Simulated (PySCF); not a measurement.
## Polarisability and C₆ of Cr⁺ (chromium, charge +1)

[Ar] 3d5, high-spin 6S determinant. Calculation: PySCF 2.14, in aug-cc-pwCVTZ-DK with one added diffuse shell each of s, p, d, f, g type (11s10p8d5f4g, 152 functions); the spin-free X2C one-electron Hamiltonian (Gaussian nucleus). Coupled (time-dependent) response in atomic units; α is the mean over directions.

```
method  mean α (bohr³)  C₆ (like pair)  S(−4)
   PBE           14.91           56.45  301.5
```

S(−4) is the Cauchy moment in α(ω) = α(0) + S(−4) ω² + …

α(iu) at PBE:

| u (hartree) | α(iu) (bohr³) |
| --- | --- |
| 0 | 14.91 |
| 0.0500 | 14.22 |
| 0.100 | 12.61 |
| 0.200 | 9.409 |
| 0.300 | 7.328 |
| 0.500 | 5.079 |
| 0.750 | 3.641 |
| 1.00 | 2.796 |
| 1.50 | 1.840 |
| 2.00 | 1.316 |
| 3.00 | 0.7730 |
| 5.00 | 0.3612 |

A single London oscillator, α(iu) = α/(1 + u²/ω²), gives C₆ = (3/4) ω α². Matching the computed C₆ needs ω = 4 × 56.45 / (3 × 14.91²) = 0.339 hartree.

For an ion, C₆ is the dispersion term alone; charge-induced terms of lower order in 1/R come first.
